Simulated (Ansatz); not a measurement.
Reaction (redistribution): `C[Se]C(O)O` + `[SiH3][AsH2]` → `C[Se][AsH2]` + `OC(O)[SiH3]`

Computed with Ansatz on PBE0-D4/def2-TZVP structures; ΔE is electronic, products minus reactants. CBS: MP2 limit from def2 TZ/QZ plus the TZ coupled-cluster correction, frozen cores. Functionals use def2-TZVPP. HSE06 is defined as in plane-wave codes. For As, Se outer-core shells are correlated without core-valence functions, which leaves a few kJ/mol of doubt a bond. Scalar relativity is left out up to krypton. Each species was taken in one conformer, which may not be the lowest.

| level | ΔE (eV) |
| --- | --- |
| PBE | -0.09 |
| HSE06 | -0.09 |
| LC-ωPBE | -0.08 |
| HF/def2-QZVPP | -0.22 |

(1) What does CCSD(T)/CBS give? (Best estimate.)

(2) What do rigid-rotor, harmonic-oscillator terms from PBE0-D4/def2-TZVP frequencies (298.15 K, 1 bar) make of the CCSD(T)/CBS value? (Estimate.)

Largest T1 diagnostic among the species: 0.012.

Answers

(1) Ansatz gave: -0.09 eV. The listed levels differ from it by 0.00, 0.00, 0.01, -0.13 eV.

(2) Computed: ΔZPE = +0.01 eV, ΔH = -0.08 eV, ΔS = 6 J/(mol·K), ΔG = -0.10 eV.

Leaving LDA and LC-ωPBE aside and taking each functional with its dispersion term where it has one, the values, not all of them listed here, spread over 0.11 eV, from BHLYP-D4 to B97M-V. LDA lies +0.09 eV from PBE without D4. In def2-TZVPP, CCSD(T) changes the Hartree–Fock value by +0.14 eV (the triples alone add +0.02 eV) and MP2 by +0.15 eV.
